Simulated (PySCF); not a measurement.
A structure optimised at PBE-D3(BJ)/def2-SVP, used in a PySCF frequency run:

```
C
H 1 1.1165
F 1 1.4222 2 106.27
C 1 1.5227 2 109.34 3 117.16
H 4 1.1087 1 111.51 2 -57.22
H 4 1.1087 5 108.27 1 122.27
H 4 1.1099 5 107.74 6 116.19
B 1 1.6059 2 110.53 3 -116.12
O 8 1.3621 1 118.38 2 116.53
H 9 0.9790 8 107.44 1 -0.46
O 8 1.3699 9 118.08 10 -179.88
H 11 0.9714 8 112.74 9 179.92
```

Problem. Write its SMILES and formula.

Solution. C[C@@H](F)B(O)O, C2H6BFO2

Problem. What are its rotational constants (standard atomic weights)?

Solution. 4.6874, 2.9225, 1.9777 GHz
